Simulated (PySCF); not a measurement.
# Molecular orbitals of KSb⁺

B2PLYP at R = 3.844 Å; PySCF, scalar-relativistic core potentials, basis sets K def2-SVPD, Sb def2-SVPD with ECP28. State: ⁴Σ⁻ (quartet), unpaired electrons σ ↑, π ↑↑. Only the outer orbitals are listed, counted within each symmetry, core potentials removing the inner ones.

| spin | orbital | occ. | ε (eV) | on K (%) | main shells (%) |
| --- | --- | --- | --- | --- | --- |
| α | 4π | 1 | -28.52 | 100 | 100 K p |
| α | 4π | 1 | -28.52 | 100 | 100 K p |
| α | 8σ | 1 | -28.52 | 100 | 100 K p |
| α | 9σ | 1 | -20.72 | 0 | 100 Sb s |
| α | 10σ | 1 | -11.34 | 5 | 94 Sb p |
| α | 5π | 1 | -11.00 | 1 | 99 Sb p |
| α | 5π | 1 | -11.00 | 1 | 99 Sb p |
| α | 11σ | 0 | -4.59 | 97 | 94 K s |
| α | 6π | 0 | -3.01 | 96 | 96 K p |
| α | 6π | 0 | -3.01 | 96 | 96 K p |
| β | 4π | 1 | -28.51 | 100 | 100 K p |
| β | 4π | 1 | -28.51 | 100 | 100 K p |
| β | 8σ | 1 | -28.49 | 100 | 100 K p |
| β | 9σ | 1 | -17.04 | 0 | 100 Sb s |
| β | 10σ | 0 | -5.84 | 35 | 65 Sb p, 28 K s |
| β | 5π | 0 | -5.18 | 6 | 93 Sb p |
| β | 5π | 0 | -5.18 | 6 | 93 Sb p |

Problem. Which are the highest filled and the lowest empty level, where do they sit, and how wide is the gap?

Solution. Highest filled α 5π at -11.00 eV (in %: 99 Sb p); lowest empty β 10σ at -5.84 eV (in %: 65 Sb p, 28 K s); the gap at B2PLYP is 5.16 eV.

| Item | Value |
| --- | --- |
| bond order (Mayer) | 0.13 |
| ⟨S²⟩ | 3.751 |
| charge on K (Mulliken, basis-dependent) | 0.94 |
| charge on K (Löwdin, basis-dependent) | 0.82 |
| dipole moment (positive dipole points towards Sb; it is taken about the centre of mass and depends on that origin) | -11.84 D |

Correlated steps freeze 9 core orbitals. Spin–orbit coupling is left out. B2PLYP dipoles, levels and charges come from its SCF part alone. The state is the lowest determinant that a PBE0 search found; another state may lie lower at other levels.
